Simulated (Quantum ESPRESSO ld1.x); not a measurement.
The table gives one normalised radial function P(r) = r R(r) (large component) of Hg30+ in [Kr] 4d10 4f4 (r in bohr). Calculated with ld1.x of Quantum ESPRESSO 7.5: Dirac Kohn-Sham, PBE, spin-unpolarised, spherical densities, point nucleus; open shells are shared between the two j in proportion to 2j + 1.

r           P
0.001665   0.0001
0.002116   0.0002
0.002691   0.0003
0.003448   0.0007
0.004383   0.0013
0.005572   0.0025
0.00714    0.0050
0.009077   0.0097
0.01163    0.0188
0.01479    0.0352
0.0188     0.0643
0.02409    0.1164
0.03062    0.1997
0.03893    0.3277
0.04989    0.5146
0.06342    0.7383
0.08127    0.9652
0.1033     1.0833
0.1313     0.9673
0.1683     0.4872
0.2139    -0.2977
0.2742    -1.1798
0.3485    -1.7152
0.4431    -1.6813
0.5678    -1.1586
0.7218    -0.5619
0.9176    -0.1785
1.176     -0.0312

Which n and l does it have? It may be an empty orbital.

Answer. n = 4, l = 2: the number of nodes gives n - l - 1 = 1, the rise at small r points to l (this Dirac orbital starts as r^gamma with gamma = sqrt((l + 1)^2 - (Z/c)^2) = 2.94; the j = 5/2 orbital of l + 1 starts with the same power, but with a smaller coefficient, and then steepens), and the extent must fit the shell. The curve is that of 4d5/2; the two j differ most near the nucleus, where j = l - 1/2 has the larger amplitude, and in heavy atoms j = l - 1/2 is also the more compact. 4d5/2: eigenvalue -1296.8 eV, 1 radial node at r = 0.197 bohr, <r> = 0.411 bohr, 90 % of the charge inside 0.603 bohr.
